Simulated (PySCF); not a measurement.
C7H12P (charge +1).
Bonds: C1–C2 (double), C2–C3, C3–C4 (double), C4–C5, C4–P6, P6–C7, C7–C8, C3–C8. Hydrogens: H9, H10 on C1; H11 on C2; H12, H13, H14 on C5; H15, H16 on P6; H17, H18 on C7; H19, H20 on C8.

Computed, not measured: PBE0/6-31G* geometry optimisation, gas phase in PySCF.

(1) Give the optimised bond lengths and angles.

## Answers

(1) 
```
                  bond  length (pm)
                 C1=C2        134.1
                 C2–C3        145.3
                 C3=C4        136.6
                 C4–C5        149.7
                 C4–P6        177.0
                 P6–C7        181.4
                 C7–C8        154.4
                 C3–C8        151.3
                 C1–H9        108.6
                C1–H10        108.5
                C2–H11        108.6
C5–H12, C5–H13, C5–H14        109.5
        P6–H15, P6–H16        140.6
        C7–H17, C7–H18        109.3
        C8–H19, C8–H20        109.5
```

Bonds in one row agree within 1 pm and their mean is given. A selection of angles:
```
   angle  degrees
C1–C2–C3    124.2
C2–C3–C4    122.8
C2–C3–C8    119.5
C4–C3–C8    117.7
C3–C4–C5    130.1
C3–C4–P6    108.1
C5–C4–P6    121.7
C4–P6–C7     98.5
P6–C7–C8    103.5
C3–C8–C7    110.9
```

Torsions: C1–C2–C3–C4 177° (antiperiplanar); C2–C3–C4–C5 -1° (synperiplanar); C3–C4–P6–C7 -6° (synperiplanar); C4–P6–C7–C8 10° (synperiplanar); P6–C7–C8–C3 -12° (synperiplanar); C2–C3–C8–C7 -173° (antiperiplanar). The mirror-image conformer, all signs reversed, is as good.

C4 (fully substituted alkene carbon) is planar (angles 130.1°, 121.7° and 108.1°, sum 360.0°, 0.01 Å off the plane of its three neighbours). P6 (phosphonium phosphorus) is distorted tetrahedral (angles from 98.5° to 114.7°). The C–P distances run from 1.770 Å (C4–P6, drawn single) to 1.814 Å (P6–C7, drawn single), a spread of 0.044 Å. C1 (terminal =CH2 carbon) is planar (angles 123.2°, 120.6° and 116.2°, sum 360.0°, 0.00 Å off the plane of its three neighbours). The 5-membered ring C3–C4–P6–C7–C8 has internal angles of 98.5° to 117.7°; it is slightly puckered (a soft mode that the optimisation may not have finished), 0.06 Å rms from its mean plane, widest ring torsion 12°. The 6 C–C bonds span 1.341 Å (C1=C2, drawn double) to 1.544 Å (C7–C8, drawn single), a spread of 0.203 Å. C2 (alkene CH carbon) is planar (angles 124.2°, 118.7° and 117.1°, sum 360.0°, 0.00 Å off the plane of its three neighbours).

No frequency check. One conformer (not necessarily the lowest) at the PBE0/6-31G* geometry, without solvent, vibrations or thermal averaging.

Hardware: an Intel Xeon 6975P-C with one thread, no GPU, shared host with 192 logical CPUs at a one-minute load of 133. Cost: 42 s, 0.63 GiB resident at most. These figures are those of the optimisation.
